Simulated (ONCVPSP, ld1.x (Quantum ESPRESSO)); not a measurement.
**Potentials for silver (Ag) compared**

Generated with ld1.x 7.5 (TM, RRKJ, ultrasoft, PAW), atompaw 4.2 or ONCVPSP 4.0.1. The cutoff is in Ry: for ld1.x and atompaw files where the sum of valence levels is converged to 10 mRy in a Bessel basis, for ONCV files where the hardest occupied wave has 1 mHa per electron of residual kinetic energy. The error is the largest all-electron minus pseudo excitation energy over each file’s own four to seven test configurations (ionisations up to +4, promotions, holes and added fractions of an electron), all of which were solved. The labels leave out finer settings (local radius, basis sizes, second energies), which also bear on the numbers. Spin-polarised tests are not counted. The rows are a selection from randomly drawn settings: files with unsolved tests, undetermined cutoffs or missed reference levels are left out.

| potential | cutoff (Ry) | largest error (meV) | bound ghosts |
| --- | --- | --- | --- |
| ONCV, PBE, scalar-relativistic, rc 1.35/1.25/1.90 (spd), local smoothed, core correction yes, reference 4s2 4p6 4d9.5, qcut 8.6/11.8/9.1, projectors 2/3/3 | 90 | +49 | none |
| TM, PBEsol, scalar-relativistic, rc 1.90/1.10/1.35 (spd), local s, core correction no, reference 4p6 4d10 5s0.75 5p0 | 140 | -1036 | none |
| ONCV, PBE, scalar-relativistic, rc 1.80/1.60/1.55 (spd), local smoothed, core correction yes, reference 4s2 4p6 4d10 5s1, qcut 6.9/10.5/11.6, projectors 2/2/2 | 71 | -76 | none |

(1) Fill in the row for Ag: ONCV, PBEsol, scalar-relativistic, rc 1.30/1.35/1.10 (spd), local smoothed, core correction no, reference 4s2 4p6 4d8, qcut 10.2/12.8/9.7, projectors 2/3/2.

(2) Fill in the row for Ag: ONCV, PBEsol, scalar-relativistic, rc 1.70/1.20/1.15 (spd), local smoothed, core correction yes, reference 4s2 4p6 4d10 5s1, qcut 9.1/13.9/9.6, projectors 2/2/2.

Answers

(1) cutoff 90 Ry, largest error -64 meV, bound ghosts: none.

(2) cutoff 112 Ry, largest error -6.8 meV, bound ghosts: none.
